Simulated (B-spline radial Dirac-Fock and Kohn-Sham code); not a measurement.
Electron momentum distribution of Al: Compton profiles

System: neutral aluminum in the configuration 1s2 2s2 2p6 3s1 3p2 (an excited configuration).

Model: the impulse approximation on Dirac-Fock densities. Program: an atomic code on a B-spline grid. pz is in atomic units of momentum; subshell profiles are per electron, for a selection of subshells; open shells are spread over both j values by their weights.

```csv
pz,J total,J 2s1/2,J 2p3/2,J 3s1/2,J 3p3/2
0.25,4.217,0.298,0.167,0.839,0.822
0.34,3.781,0.292,0.167,0.636,0.712
0.47,3.086,0.281,0.167,0.377,0.506
0.64,2.353,0.262,0.166,0.160,0.270
0.87,1.811,0.231,0.163,0.0474,0.0946
1.2,1.488,0.182,0.155,0.0253,0.0181
1.6,1.246,0.126,0.139,0.0233,0.00436
2.2,0.9125,0.0625,0.107,0.0122,0.00363
3,0.5694,0.0208,0.0674,0.00327,0.00266
4.1,0.3067,0.00581,0.0321,0.000526,0.00127
5.6,0.1558,0.00439,0.0113,0.000264,0.000434
7.6,0.07859,0.00368,0.00307,0.000229,0.000115
10,0.03960,0.00213,0.000754,0.000133,2.77e-05
14,0.01410,0.000709,0.000103,4.37e-05,3.73e-06
19,0.004396,0.000194,1.39e-05,1.18e-05,< 1e-6
26,0.001074,4.20e-05,1.55e-06,2.52e-06,< 1e-6
36,0.0002096,7.52e-06,< 1e-6,< 1e-6,< 1e-6
```

Question: What is the peak value J(0), and which subshell contributes most to it?

Answer: J(0) = 4.720. The 3p3/2 subshell gives the largest part, 25 %.

Mean momentum ⟨p⟩ by subshell (a.u.): 1s1/2 10.7, 2s1/2 2.96, 2p1/2 3.91, 2p3/2 3.89, 3s1/2 0.782, 3p1/2 0.769, 3p3/2 0.768.

Values without a named source are computed, but for edge energies of neutral atoms, which are taken from tables.
